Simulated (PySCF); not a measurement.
# Electron correlation in Si²⁺ (silicon, charge +2)

[Ne] 3s1 3d1, high-spin 3D determinant (an excited configuration). Calculation: PySCF 2.14, in aug-cc-pV(T+d)Z with one added diffuse shell each of s, p, d, f type (7s6p5d3f, 71 functions); no relativity, point nucleus. Frozen: [Ne]; 2 electrons correlated.

With two correlated electrons CCSD is exact within the correlated space (frozen core and kept virtual orbitals).

```
level  correlation energy (mhartree)
 CCSD                          -8.68
```

Diagnostics: T1 = 0.0018, D1 = 0.0032, largest double amplitude 0.036.

Question: Is a single reference adequate?

Answer: Yes: T1 lies below 0.03 and no double amplitude reaches 0.07.
